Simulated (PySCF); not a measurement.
# Krypton: a sound run and one with changed settings

Sound run: Kr⁺ [Ar] 3d10 4s2 4p5, Kr²⁺ [Ar] 3d10 4s2 4p4. All numbers are calculated (PySCF 2.14, no relativity, point nucleus, in def2-TZVP (6s5p4d1f, 48 functions)). In the sound run the correlated levels freeze [Ar] 3d10. The sound run starts from symmetry-adapted Hartree-Fock orbitals and uses a fine grid where one is needed.

A second run was set up differently.

```json
{"species": "Kr⁺", "method": "UHF", "sound run (hartree)": "-2751.52176", "changed run (hartree)": "-2751.52176", "converged": "yes"}
{"species": "Kr⁺", "method": "PBE", "sound run (hartree)": "-2752.83299", "changed run (hartree)": "-2752.83299", "converged": "yes"}
{"species": "Kr⁺", "method": "PBE0", "sound run (hartree)": "-2752.93399", "changed run (hartree)": "-2752.93399", "converged": "yes"}
{"species": "Kr⁺", "method": "MP2", "sound run (hartree)": "-2751.65992", "changed run (hartree)": "-2751.58468", "converged": "yes"}
{"species": "Kr⁺", "method": "CCSD(T)", "sound run (hartree)": "-2751.68430", "changed run (hartree)": "-2751.68430", "converged": "yes"}
{"species": "Kr²⁺", "method": "UHF", "sound run (hartree)": "-2750.66749", "changed run (hartree)": "-2750.66749", "converged": "yes"}
{"species": "Kr²⁺", "method": "PBE", "sound run (hartree)": "-2751.93935", "changed run (hartree)": "-2751.93935", "converged": "yes"}
{"species": "Kr²⁺", "method": "PBE0", "sound run (hartree)": "-2752.03882", "changed run (hartree)": "-2752.03882", "converged": "yes"}
{"species": "Kr²⁺", "method": "MP2", "sound run (hartree)": "-2750.77565", "changed run (hartree)": "-2750.71700", "converged": "yes"}
{"species": "Kr²⁺", "method": "CCSD(T)", "sound run (hartree)": "-2750.79884", "changed run (hartree)": "-2750.79884", "converged": "yes"}
```

Ionisation energy of Kr⁺:

```tsv
method	sound run (eV)	changed run (eV)
UHF	23.246	23.246
PBE	24.317	24.317
PBE0	24.359	24.359
MP2	24.062	23.611
SCS-MP2	24.059	23.617
CCSD	24.066	24.066
CCSD(T)	24.095	24.095
```

What was changed?
A. angular grid far too coarse
B. a valence shell is frozen
C. radial grid too coarse
D. level shift left on

D. It used initial guess atom, at most 50 SCF cycles, level shift 2.0 hartree. A level shift leaves the converged SCF energy unchanged but raises the virtual orbital energies, which shrinks MP2 if it is not removed.
